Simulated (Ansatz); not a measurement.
GaCl2(NH2) (GaNCl2H2) was relaxed with PBE0-D4 (def2-SVP) in Ansatz in these states: charge +1 doublet, neutral singlet. The geometries follow in no particular order.

A:

```xyz
6

Ga    0.973   -0.035    0.143
Cl    1.821   -1.117   -1.415
Cl    1.412    0.999    1.890
N    -1.020    0.037   -0.150
H    -1.681    0.517    0.479
H    -1.505   -0.401   -0.947
```

B:

```xyz
6

Ga   -0.5029   -0.4641    0.2168
Cl   -0.8826   -2.2467   -0.8918
Cl   -1.6418   -0.0825    1.9799
N     0.7444    0.6952   -0.3272
H     0.9666    1.5470    0.1713
H     1.3164    0.5512   -1.1489
```

**Question.** Judge from the bond lengths which geometry belongs to which state (an estimate).

**Answer.** A is the charge +1 doublet (Ga1–N4 2.016 Å, Ga1–Cl2 2.077 Å, Ga1–Cl3 2.077 Å); B is the neutral singlet (Ga1–N4 1.788 Å, Ga1–Cl2 2.133 Å, Ga1–Cl3 2.133 Å).
